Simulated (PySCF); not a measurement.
Molecule: `C1=C[N+]([O-])=CC=C1`, C5H5NO.

Mapped SMILES: `[O-:1][n+:2]1[cH:3][cH:4][cH:5][cH:6][cH:7]1`. Hydrogens are named by the atom that carries them.

Spin–spin couplings on one PBE0-D3(BJ)/def2-SVP geometry, PySCF 2.14, gas phase, non-relativistic, equivalent pairs averaged (spin–dipole term only in couplings to heteroatoms); isotopes 13C, 1H, 17O, 15N; basis pcJ-1.

How do the couplings (Hz) change with the functional? Times are CPU seconds on shared hosts with different chips, so compare them loosely.

## Answers


| functional | functions | 1J(C3,H(C3)) | 1J(C5,H(C5)) | 1J(C4,H(C4)) | 1J(C3,C4) | 1J(C4,C5) | 1J(O1,N2) | 1J(N2,C3) | core-s |
| --- | --- | --- | --- | --- | --- | --- | --- | --- | --- |
| LDA | 239 | 152.4 | 138.7 | 133.3 | 48.3 | 43.3 | -40.9 | -8.3 | 21 |
| PBE | 239 | 179.0 | 162.9 | 156.8 | 59.4 | 54.2 | -41.9 | -11.8 | 28 |
| KT2 | 239 | 193.4 | 174.9 | 168.0 | 48.1 | 44.1 | -44.2 | -6.7 | 28 |
| B3LYP | 239 | 195.4 | 177.3 | 171.0 | 68.2 | 61.6 | -44.2 | -15.5 | 34 |
| PBE0 | 239 | 186.0 | 169.2 | 162.9 | 66.6 | 60.1 | -44.7 | -15.8 | 39 |
| B97-2 | 239 | 177.9 | 161.5 | 155.4 | 65.0 | 58.8 | -42.0 | -15.1 | 37 |
| CAM-B3LYP | 239 | 194.0 | 175.6 | 169.3 | 68.7 | 61.6 | -46.6 | -17.1 | 54 | Left out for a near triplet instability: HF/pcJ-1, BHandHLYP/pcJ-1.
